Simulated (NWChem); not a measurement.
System: C$_{2}$H$_{6}$MgOS; SMILES C[O][Mg][S]C

NWChem printed, in part:

```
             Northwest Computational Chemistry Package (NWChem) 7.3.0
             --------------------------------------------------------

 C1  symmetry detected

                             Geometry "geometry" -> ""
                             -------------------------

 Output coordinates in angstroms (scale by  1.889725989 to convert to a.u.)

  No.       Tag          Charge          X              Y              Z
 ---- ---------------- ---------- -------------- -------------- --------------
    1 Mg                  12.0000     0.25079833    -0.38126729     0.00012031
    2 O                    8.0000    -0.01209049    -2.13028267     0.00006979
    3 C                    6.0000    -0.18751761    -3.49099596    -0.00012212
    4 H                    1.0000     0.22372084    -3.96698687     0.91296729
    5 H                    1.0000    -1.25829663    -3.77429726    -0.05026857
    6 H                    1.0000     0.30973400    -3.97783463    -0.86333660
    7 S                   16.0000     0.60671183     1.89394060    -0.00005293
    8 C                    6.0000    -1.08274752     2.60498563    -0.00006151
    9 H                    1.0000    -1.64672929     2.33910276    -0.90525522
   10 H                    1.0000    -0.96746208     3.69756277     0.01703876
   11 H                    1.0000    -1.65962140     2.31293444     0.88880085

 Effective nuclear repulsion energy (a.u.)     233.4226092976

                                 NWChem DFT Module
                                 -----------------

 Summary of "ao basis" -> "ao basis" (spherical)
 ------------------------------------------------------------------------------
       Tag                 Description            Shells   Functions and Types
 ---------------- ------------------------------  ------  ---------------------
 Mg                         def2-svp                 8       18   4s3p1d
 O                          def2-svp                 6       14   3s2p1d
 C                          def2-svp                 6       14   3s2p1d
 H                          def2-svp                 3        5   2s1p
 S                          def2-svp                 8       18   4s3p1d

            General Information
            -------------------
          SCF calculation type: DFT
          Wavefunction type:  closed shell.
          No. of atoms     :    11
          No. of electrons :    54
           Alpha electrons :    27
            Beta electrons :    27
          Charge           :     0
          Spin multiplicity:     1
          Use of symmetry is: off; symmetry adaption is: off
          Maximum number of iterations: 150
          AO basis - number of functions:   108
                     number of shells:    52
          Convergence on energy requested:  1.00D-06
          Convergence on density requested:  1.00D-05
          Convergence on gradient requested:  5.00D-04

              XC Information
              --------------
                      r^2SCAN Method XC Functional
               r^2SCAN metaGGA Exchange Functional  1.000
                     r^2SCAN Correlation Potential  1.000

             Grid Information
             ----------------
          Grid used for XC integration:  fine
          Radial quadrature: Mura-Knowles
          Angular quadrature: Lebedev.
          Tag              B.-S. Rad. Rad. Pts. Rad. Cut. Ang. Pts.
          ---              ---------- --------- --------- ---------
          Mg                  1.50      123          11.0       770
          O                   0.60       70          14.0       590
          C                   0.70       70          16.0       590
          H                   0.35       60          15.0       590
          S                   1.00      123          14.0       770
          Grid pruning is: on
          Number of quadrature shells:   816
          Spatial weights used:  Erf1

      Superposition of Atomic Density Guess
      -------------------------------------

 Sum of atomic energies:        -749.81857813

      Non-variational initial energy
      ------------------------------

 Total energy =    -751.620812
 1-e energy   =   -1499.531247
 2-e energy   =     514.487825
 HOMO         =      -0.290548
 LUMO         =      -0.077810

     ---------------------------------------------
      Total Density - Mulliken Population Analysis
     ---------------------------------------------

[...]

                         DFT ENERGY GRADIENTS

    atom               coordinates                        gradient
                 x          y          z           x          y          z
   1 Mg      0.473940  -0.720491   0.000227   -0.000313  -0.000551   0.000020
   2 O      -0.022848  -4.025651   0.000132   -0.000523  -0.004109   0.000002
   3 C      -0.354357  -6.597026  -0.000231    0.000643   0.004706  -0.000005
   4 H       0.422771  -7.496518   1.725258   -0.000285   0.000312  -0.000636
   5 H      -2.377836  -7.132388  -0.094994    0.000728   0.000174   0.000034
   6 H       0.585312  -7.517017  -1.631470   -0.000341   0.000314   0.000600
   7 S       1.146519   3.579029  -0.000100   -0.003153   0.000804  -0.000018
   8 C      -2.046096   4.922709  -0.000116    0.002532  -0.001435  -0.000002
   9 H      -3.111867   4.420263  -1.710684    0.000298   0.000049   0.000303
  10 H      -1.828238   6.987380   0.032199    0.000118  -0.000311   0.000004
  11 H      -3.136230   4.370812   1.679590    0.000297   0.000047  -0.000302
```

Level: r2SCAN/def2-SVP. Geometry: optimised at PBE0/def2-SVP.

**Question.** Which NWChem input produces such a log?

**Answer.** Several could match; the one computed here: the input that was run:
```
start job
memory heap 200 mb stack 900 mb global 1100 mb
geometry units angstroms noautoz
  Mg     0.015517    -0.504382     0.005521
  O     -0.124586    -2.267486     0.006409
  C     -0.204558    -3.637128     0.007196
  H      0.230997    -4.082120     0.924633
  H     -1.252466    -3.994585    -0.051586
  H      0.332928    -4.089101    -0.850848
  S      0.211672     1.790126     0.004246
  C     -1.523252     2.381437    -0.011500
  H     -2.059435     2.075709    -0.920996
  H     -1.484695     3.479418     0.004595
  H     -2.085995     2.050893     0.872929
end
basis spherical
  Mg library def2-svp
  O library def2-svp
  C library def2-svp
  H library def2-svp
  S library def2-svp
end
dft
  xc r2scan
  grid fine
  iterations 150
  mulliken
end
task dft gradient
```
